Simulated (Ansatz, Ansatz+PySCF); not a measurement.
```xyz
2

Be    0.0000    0.0000    0.0000
S     0.0000    0.0000    1.6549
```

Basis set: def2-SVP (spherical functions). Left uncorrelated: 5 orbitals. Charge 0, multiplicity 1.

Computed with Ansatz (development build ahead of 0.2.0); each method stands on the lowest determinant of its kind that the runs found. Restricted open shells among the atoms or ions are ROHF, correlated in semicanonical orbitals with singles.

The atomization energy at this shape (free ground-state atoms in the same class of orbitals less the molecule, no zero-point energy) of singlet BeS:

| method | atomization energy |
| --- | --- |
| RHF-CCSD(T) | 2.16 eV |
| RHF-MP2 | 2.69 eV |
| RHF | 1.55 eV |
| UHF | 1.43 eV |

What does UHF-MP2 give?

2.81 eV. Caution: the shape is not the minimum. Caution for UHF: a free atom is spin contaminated.
